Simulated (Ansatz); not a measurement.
Isomers of CH6OSiSn, relaxed with PBE0-D4/def2-TZVP in Ansatz; electronic energies, one conformer each and not always the lowest. Functionals use def2-TZVPP; CBS adds triple-zeta CCSD(T) − MP2 to the MP2 limit of def2-TZVPP and def2-QZVPP.

Elements past krypton have def2 core potentials. Outer-core shells of Sn are correlated without core-valence functions. Spin–orbit coupling is left out.

Order them by energy at frozen-core CCSD(T)/CBS, lowest first. (An estimate is asked.)
A. `O[SiH]1[CH2][SnH2]1`
B. `O=[C]([SiH3])[SnH3]`
C. `C1[O][SnH2][SiH2]1`
D. `[SnH3][SiH]1CO1`

A (0.0 kJ/mol), C (89.3 kJ/mol), D (105.3 kJ/mol), B (186.1 kJ/mol).

How do B2PLYP, B3LYP, PBE0-D4, B3LYP-D4 place them (kJ/mol, against `O[SiH]1[CH2][SnH2]1`)? (Best estimate.)

The calculation gave: 
```
               isomer  B2PLYP  B3LYP  PBE0-D4  B3LYP-D4
`O=[C]([SiH3])[SnH3]`   167.3  155.1    182.1     156.0
 `C1[O][SnH2][SiH2]1`    87.0   82.3     83.5      81.0
    `[SnH3][SiH]1CO1`    97.0   90.7     95.1      93.0
```

B3LYP here is the variant with VWN-RPA as its local correlation; programs differ in this.
